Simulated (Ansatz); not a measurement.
Isolated molecules relaxed with PBE0-D4/def2-TZVP in Ansatz; ΔE leaves out vibrations. CBS: MP2 limit from def2 TZ/QZ plus the TZ coupled-cluster correction, frozen cores. DFT in def2-TZVPP. One conformer a species, not always the lowest.

Reaction (isomerisation): `C[SiH](F)C#N` → `N=C1[SiH2]C1F`

CCSD(T)/CBS gives +486.2 kJ/mol.

Problem. Another level gave +478.2 kJ/mol. Which?
A. PBE/def2-TZVPP
B. MP2/def2-TZVPP
C. RPA@PBE/def2-TZVPP
D. CAM-B3LYP-D4/def2-TZVPP

Solution. C. RPA@PBE/def2-TZVPP 478.2, PBE 412.9, MP2/def2-TZVPP 507.4, CAM-B3LYP-D4 470.4 kJ/mol.

Largest T1 diagnostic among the species: 0.015.

In def2-TZVPP, CCSD(T) changes the Hartree–Fock value by −44.3 kJ/mol (the triples alone add −8.8 kJ/mol) and MP2 by −23.9 kJ/mol. From r2SCAN to r2SCAN0 (25 % exact exchange), in def2-TZVPP and without D4, ΔE moves by +11.0 kJ/mol. At CCSD(T), def2-SVP lies −24.3 kJ/mol from the extrapolated value and def2-TZVPP +0.8 kJ/mol.
